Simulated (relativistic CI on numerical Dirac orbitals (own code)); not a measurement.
## Spin-allowed bands of a d2 ion in an octahedral site, by hand

Problem. Take Δ = 26730 cm⁻¹ and B = 810 cm⁻¹ for a d2 ion in an octahedral site. Calculate the three spin-allowed bands.

Working.
1. The terms of highest spin are 3F (energy 0) and 3P (15B = 12150 cm⁻¹). Here the F term splits into A2 at +1.2Δ = 32076, T2 at +0.2Δ = 5346 and T1 at −0.6Δ = -16038 cm⁻¹.
2. The two T1 states mix through the element 0.4Δ: H = [[-16038, 10692], [10692, 12150]], with roots ½(H₁₁ + H₂₂) ∓ ½√[(H₂₂ − H₁₁)² + 4H₁₂²] = ½(-3888) ∓ ½(35381) = -19635 and 15747 cm⁻¹.
3. The ground term is 3T1 at -19635 cm⁻¹.
4. Bands: 3T2 24981 cm⁻¹ (400 nm), 3T1(P) 35381 cm⁻¹ (283 nm), 3A2 51711 cm⁻¹ (193 nm).

Check. Exact diagonalisation of the whole d2 shell with these parameters gives 3T2 24981, 3T1 35381, 3A2 51711 cm⁻¹. The match is exact, since without spin-orbit coupling no other term has this spin. The ratio of the second band to the first, 1.416, depends on Δ/B = 33.0 alone, which is how a Tanabe-Sugano diagram is read.
